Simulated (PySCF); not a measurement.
A structure optimised at PBE-D3(BJ)/def2-SVP, used in a PySCF frequency run:

```xyz
14

C      2.9774    -0.4437     0.2929
O      1.7682     0.2849     0.2122
Si     0.2363    -0.3861     0.3939
C     -0.7190    -0.9424    -1.1475
C     -1.8591    -0.1880    -1.1098
Si    -1.6299     1.0359     0.3316
H      3.8007     0.2538     0.5531
H      3.2326    -0.9262    -0.6783
H      2.9418    -1.2412     1.0720
H      0.3437    -1.4776     1.4381
H     -0.5319    -1.7179    -1.9148
H     -2.6978    -0.3184    -1.8205
H     -2.7000     1.0345     1.3953
H     -1.4201     2.4607    -0.1119
```
Charge 0, spin multiplicity 1.

### Question
Write its SMILES and formula.

### Answer
CO[Si@@H]1C=C[SiH2]1, C3H8OSi2

### Question
What are its rotational constants (standard atomic weights)?

### Answer
5.0423, 1.3765, 1.1786 GHz
